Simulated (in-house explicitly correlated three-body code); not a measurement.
Computed with an exponentially correlated three-body code. Model: two electrons around a point charge, non-relativistic, variational in 260 exponentially correlated functions (energies converged to about 1e-7 hartree, or 1e-8 relative for large Z), ground state as one setting changes.

Given: nuclear charge 1.25.

```
Yukawa screening of all interactions (1/bohr)  ground energy (hartree)  binding of second electron (eV)  mean radius (bohr)  mean distance of electrons (bohr)  mean cosine of angle
                                       0.0025             -0.929830378                            4.128              1.7757                             2.8039             -0.095631
                                       0.0063             -0.924157657                           4.1022              1.7758                              2.804             -0.095623
                                       0.0125             -0.914952503                           4.0602               1.776                             2.8043             -0.095596
                                        0.025             -0.896582127                           3.9761              1.7767                             2.8054             -0.095489
                                       0.0438             -0.869421799                           3.8508              1.7787                             2.8085             -0.095211
                                       0.0625                        ?                                ?                   ?                                  ?                     ?
                                       0.0938             -0.799861564                           3.5256              1.7887                             2.8242             -0.093895
                                        0.125             -0.758371164                           3.3291              1.7983                             2.8393             -0.092732
                                       0.1875             -0.679519671                           2.9521              1.8249                             2.8812             -0.089807
                                         0.25             -0.606137724                           2.5987              1.8613                              2.939             -0.086282
                                       0.3125             -0.537986697                           2.2701              1.9079                             3.0137             -0.082316
                                        0.375                        ?                                ?                   ?                                  ?                     ?
                                          0.5             -0.362795492                           1.4377              2.1203                             3.3584             -0.068705
                                        0.625             -0.268479967                           1.0081              2.3429                             3.7246             -0.058784
                                         0.75             -0.190531362                          0.67196              2.6645                             4.2593             -0.048585
                                        0.875             -0.127673579                          0.41997              3.1414                             5.0597             -0.038432
                                       1.3125           -0.00967814633                         0.027298              10.132                             16.938            -0.0084584
```

Task: What follows for Yukawa screening of all interactions = 0.375?

Result: ground energy -0.474846995 hartree; binding of second electron 1.967 eV; mean radius 1.9656 bohr; mean distance of electrons 3.1068 bohr; mean cosine of angle -0.078016.

Task: What follows for Yukawa screening of all interactions = 0.0625?

Result: ground energy -0.842956114 hartree; binding of second electron 3.7278 eV; mean radius 1.7816 bohr; mean distance of electrons 2.8131 bohr; mean cosine of angle -0.094808.
